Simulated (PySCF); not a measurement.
How good is the calculation?

Structure with atom numbers: `[CH3:1][S:2](=[O:3])(=[O:4])[O:5][c:6]1[cH:7][cH:8][cH:9][cH:10][cH:11]1`; H(Xn) means a hydrogen on atom n.

Published estimates (parent shift plus substituent increments) and measurements: δ ¹H H(C8)/H(C10) 7.41; H(C9) 7.33; H(C7)/H(C11) 7.29 ppm (estimated from measurements, as parent shift plus tabulated substituent increment; solution, not stated per compound (mostly CDCl3 or CCl4); Pretsch, Buehlmann, Badertscher, Structure Determination of Organic Compounds, 4th ed. (2009)).

One computed conformer, fast rotation and ring inversion assumed for equivalent nuclei, in vacuum, non-relativistic. GFN2-xTB structure; GIAO PBE0/pcSseg-1 shieldings; PySCF.

**Question.** Set the calculated values beside the experiment.

**Answer.** 
Reference values: estimated from measurements, as parent shift plus tabulated substituent increment (solution, not stated per compound (mostly CDCl3 or CCl4); Pretsch, Buehlmann, Badertscher, Structure Determination of Organic Compounds, 4th ed. (2009)).
```csv
atoms,quantity,reference,computed,"computed, scaled"
H(C8)/H(C10),δ ¹H,7.41,7.68,7.34
H(C9),δ ¹H,7.33,7.42,7.09
H(C7)/H(C11),δ ¹H,7.29,7.70,7.35
```

Computed shifts are σ(ref) − σ with the named reference compound (TMS for H and C) calculated as an isolated molecule at the same level. The measured values may be among those fitted. Scaled to experiment by linear calibration (H and C: mostly CDCl3 data, vs TMS): ¹H: δ = 30.01 − 0.943σ (rms 0.17 ppm, 504 shifts, 0.18 ppm with the 4 outliers that the fit left out). Occasional misses reach two or three times the rms, and more in compound classes unlike the fitted ones.

**Question.** How far are the unscaled ¹H shifts from the references?

**Answer.** Mean signed difference +0.26 ppm, mean absolute 0.26 ppm over 3 comparisons; the largest is +0.41 ppm at H(C7)/H(C11) (hydrogen on an aromatic CH).
